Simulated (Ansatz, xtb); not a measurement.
**Two isomers of C4H7BN2O2**

Structure X is `Cn1ccnc1B(O)O`, a singlet and structure Y is `OB(O)Cn1ccnc1`, a singlet. Both are isolated molecules in the gas phase, relaxed with r2SCAN-D4/def2-SVP; the shapes shown needn't be the lowest conformers.

X (Å):

```yaml
atoms:
  - { symbol: C, position_ang: [0.6534, -0.4970, -0.5231] }
  - { symbol: C, position_ang: [0.2985, 1.7056, 0.6277] }
  - { symbol: C, position_ang: [-0.3262, 2.0837, 1.8040] }
  - { symbol: C, position_ang: [-0.5436, -0.0619, 1.6596] }
  - { symbol: B, position_ang: [-1.0048, -1.4824, 2.1145] }
  - { symbol: N, position_ang: [0.1540, 0.3449, 0.5476] }
  - { symbol: N, position_ang: [-0.8395, 0.9905, 2.4291] }
  - { symbol: O, position_ang: [-0.7435, -2.6091, 1.3866] }
  - { symbol: O, position_ang: [-1.6893, -1.5500, 3.2866] }
  - { symbol: H, position_ang: [0.3814, -1.5370, -0.3090] }
  - { symbol: H, position_ang: [1.7491, -0.4168, -0.5957] }
  - { symbol: H, position_ang: [0.2107, -0.1974, -1.4855] }
  - { symbol: H, position_ang: [0.8209, 2.2732, -0.1412] }
  - { symbol: H, position_ang: [-0.4227, 3.0891, 2.2161] }
  - { symbol: H, position_ang: [-1.1048, -3.3924, 1.8233] }
  - { symbol: H, position_ang: [-1.7636, -0.6429, 3.6364] }
```

Y (Å):

```csv
atom,x (Å),y (Å),z (Å)
C,0.6041,0.4418,1.8446
C,-0.3826,-1.3950,0.4171
C,-0.1788,-1.7849,-0.8945
C,1.1887,-0.1857,-0.5362
B,-0.7094,1.3024,2.1175
N,0.5131,-0.3665,0.6377
N,0.7978,-1.0238,-1.4748
O,-0.7104,2.1051,3.2133
O,-1.8001,1.2520,1.3080
H,-1.5444,2.5868,3.3018
H,-1.6924,0.6393,0.5641
H,0.8278,-0.2024,2.7136
H,1.4697,1.1167,1.7441
H,-1.0340,-1.7665,1.2077
H,-0.6857,-2.5821,-1.4398
H,1.9575,0.5831,-0.6388
```

Task: Which of the two would you expect CCSD(T)/def2-SVP + ΔMP2/def2-TZVPP electronic energies to favour?

Result: Structure X; the calculation gives E(Y) − E(X) = +37.2 kJ/mol.

The same difference at several levels:

```csv
level,geometry,E(Y) − E(X) (kJ/mol),departure from the last row (kJ/mol),"job, with rough time for the two"
GFN2-xTB,GFN2-xTB,+26.8,−10.3,"optimisation, 0.34 s"
HF/STO-3G,GFN2-xTB,+47.6,+10.4,"single point, 0.4 s"
r2SCAN-D4/def2-SVP//GFN2-xTB,GFN2-xTB,+42.8,+5.7,"single point, 3.9 s"
r2SCAN-D4/def2-SVP,r2SCAN-D4/def2-SVP,+42.3,+5.1,"optimisation, 1.9 min"
HF/def2-SVP,r2SCAN-D4/def2-SVP,+37.0,−0.1,part of the CCSD(T) run
MP2/def2-SVP,r2SCAN-D4/def2-SVP,+45.5,+8.4,part of the CCSD(T) run
CCSD(T)/def2-SVP,r2SCAN-D4/def2-SVP,+41.8,+4.6,single point
CCSD(T)/def2-SVP + ΔMP2/def2-TZVPP,r2SCAN-D4/def2-SVP,+37.2,,"single point, 2.1 min"
```

As drawn, both hold the same kinds of bond in the same numbers. Structure X has 1 methyl group, Y 0.

The levels shown agree on the order. The largest departure from CCSD(T)/def2-SVP + ΔMP2/def2-TZVPP is that of HF/STO-3G, 10.4 kJ/mol. The last row adds to CCSD(T) the change of the MP2 difference between the two basis sets, here −4.6 kJ/mol.

With thermal terms from frequencies at re-optimised GFN2-xTB minima (ideal gas, soft modes damped towards free rotors, one conformer each, 298.15 K, 1 atm): the zero-point term adds −1.3 kJ/mol; ΔH is +35.4 and ΔG +35.8 kJ/mol.

The correlated steps freeze 9 core orbitals. Programs: Ansatz 0.2.0, xtb 6.7.1; the last row on 4 threads of Arm Neoverse V2 on a shared host.
